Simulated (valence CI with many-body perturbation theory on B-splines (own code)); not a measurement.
Values are calculated unless marked as measured or tabulated.
# Pr LIV: input, log and results

Level of theory: configuration interaction combined with many-body perturbation theory (CI+MBPT): four valence electrons over a frozen Dirac-Fock core [He], radial functions for each j: 6 s, 6 p, 5 d, 3 f, 1 g, with the one-electron correlation potential Σ1 (screened to all orders), the two-electron term Σ2, the three-electron term Σ3, Breit, model QED; selected single and double excitations, second order for the rest, scaled by the run's own slope (own B-spline code, finite nucleus).

Command, and the settings that its task file holds:

```sh
python run_cv.py task.json out
```

```
atom Pr  Z=59  mass_number=141  rms_radius_fm=4.8919
core [He]
valence 2s2 2p2
avg = 1
basis = S
breit = 1
cap = 10000
capref = 1200
cscale = 1
de = 0.0
dress = 0
eps = 2e-08
extrap = 1
h = 1.1
hh = 1
l2 = 3
lcore = 6
maxit = 60
n2 = 5
natural = 1
nlev = 20
nno = [3, 3, 3, 2, 1]
nroot = 26
nsp = [3, 3, 2, 1, 0]
pt2 = 1
qed = 1
rpa = 1
s1 = 1
s2 = 1
s3 = 1
screen = 1
tol = 2e-05
whole = 1
```

It took 7.6 s on 1 thread of Arm Neoverse V1, with other jobs on the host.

Log. The first blocks belong to the next ion, which gives the ionisation energy. Fields: 2J, parity (1 odd), roots, reference size, generating configurations, candidates as configurations/state functions, variational space P, stored matrix elements, Davidson steps; e2 is the range of second-order energies in hartree. The first line gives the box (bohr), its intervals, the orbitals and the steps of their self-consistent field. Window is the range of levels sought, series limit the energy at which the first omitted orbital would enter, core excitation an estimate of the first excitation out of the core, left out the lowest levels not solved, and shifts from estimates the range by which levels moved from their first estimate, all in cm⁻¹.

```
rmax 1.1 intervals 29 orbitals 36 references ['2s2 2p2', '2s 2p3', '2p4'] scf 2 t 0.2
2J=1 par=1 roots 2 ref 40 generators 2 cand 653/925 P 537/802 nnz 0 it 0
2J=1 par=1 roots 2 ref 40 generators 2 cand 148/163 P 565/839 nnz 0 it 0
   second order: generators 3 cand 308/366 e2 -0.00000 -0.00000
reference levels 448, estimated 268, window 49700243 1/cm; series limit 67805105, core excitation 291615954
2J=0 par=0 roots 7 ref 28 generators 11 cand 1631/2462 P 2375/3539 nnz 9.1e+05 it 4
2J=0 par=0 roots 7 ref 28 generators 14 cand 1971/3463 P 2758/4165 nnz 1.2e+06 it 4
   second order: generators 19 cand 2112/3486 e2 -0.00001 -0.00000
2J=2 par=0 roots 6 ref 58 generators 12 cand 3497/12202 P 1320/3897 nnz 1.4e+06 it 5
2J=2 par=0 roots 6 ref 58 generators 16 cand 3742/14295 P 2809/9244 nnz 6.5e+06 it 5
   second order: generators 17 cand 2253/8948 e2 -0.00002 -0.00000
2J=4 par=0 roots 6 ref 64 generators 12 cand 4036/18552 P 1301/4189 nnz 1.8e+06 it 4
2J=4 par=0 roots 6 ref 64 generators 14 cand 4065/20097 P 2608/9997 nnz 8.4e+06 it 5
   second order: generators 16 cand 2758/14289 e2 -0.00004 -0.00000
2J=4 par=1 roots 6 ref 67 generators 8 cand 3048/15070 P 1188/4102 nnz 1.8e+06 it 5
2J=4 par=1 roots 6 ref 67 generators 10 cand 3752/17742 P 2407/9477 nnz 7.9e+06 it 7
   second order: generators 12 cand 2741/14165 e2 -0.00004 -0.00000
2J=2 par=1 roots 8 ref 62 generators 14 cand 3493/12215 P 1423/4100 nnz 1.6e+06 it 5
2J=2 par=1 roots 8 ref 62 generators 16 cand 3711/14158 P 2924/9428 nnz 6.7e+06 it 5
   second order: generators 20 cand 2210/8830 e2 -0.00003 -0.00000
2J=6 par=1 roots 2 ref 47 generators 4 cand 2177/12020 P 1022/3560 nnz 1.5e+06 it 4
2J=6 par=1 roots 2 ref 47 generators 5 cand 2599/15141 P 1795/7107 nnz 5.4e+06 it 5
   second order: generators 6 cand 1826/11594 e2 -0.00003 -0.00000
2J=0 par=1 roots 4 ref 24 generators 8 cand 2010/3148 P 2300/3533 nnz 9.3e+05 it 4
2J=0 par=1 roots 4 ref 24 generators 11 cand 1461/2328 P 2667/4134 nnz 1.2e+06 it 4
   second order: generators 11 cand 1094/1727 e2 -0.00001 -0.00000
2J=6 par=0 roots 1 ref 41 generators 4 cand 2409/13286 P 985/3557 nnz 1.5e+06 it 5
2J=6 par=0 roots 1 ref 41 generators 6 cand 3196/17247 P 1547/6042 nnz 3.9e+06 it 5
   second order: generators 6 cand 2634/14762 e2 -0.00004 -0.00004
left out: unestimated 72044284, estimated 53099002, shifts from estimates 0 to 113
operators 0.1
```

The Davidson iterations converged. The settings are bad on purpose, so the numbers may not be properties of the ion.

No measured spectrum was set against this ion. As an estimate, large intervals hold to a few tenths of a per cent, small ones and those within an open d or f shell to about a per cent.

| Property | Result |
| --- | --- |
| Valence energy | -1681.812 hartree |
| Ionisation energy | 10960 eV (NIST: 10959 ± 5 eV (theoretical)) |
| Reference configurations for the orbitals | 2s2 2p2, 2s 2p3, 2p4 |
| Radial orbitals | 36 |
| Box radius | 1.081 bohr |
| Largest variational space | 9997 |
| Lowest levels | (2s^2 2p1/2^2) J=0 0.0, (2s^2 2p1/2 2p3/2) J=1 498.6, (2s^2 2p1/2 2p3/2) J=2 515.3, (2s 2p1/2^2 2p3/2) J=2 710.6, (2s 2p1/2^2 2p3/2) J=1 777.7, (2s^2 2p3/2^2) J=2 1028.6, (2s^2 2p3/2^2) J=0 1074.3, (2s 2p1/2 2p3/2^2) J=2 [a] 1189.4, (2s 2p1/2 2p3/2^2) J=3 1227.4, (2s 2p1/2 2p3/2^2) J=0 1270.1, (2s 2p1/2 2p3/2^2) J=1 [a] 1287.0, (2s 2p1/2 2p3/2^2) J=2 [b] 1297.2, (2s 2p1/2 2p3/2^2) J=1 [b] 1300.5, (2p1/2^2 2p3/2^2) J=2 1523.5 eV |

Levels are named by their leading jj configuration (3d3/2^4 stands for four electrons in 3d with j = 3/2), which in mixed levels can hold well under half, so a name can repeat and another be missing. Letters in brackets count levels of one name in rising energy.
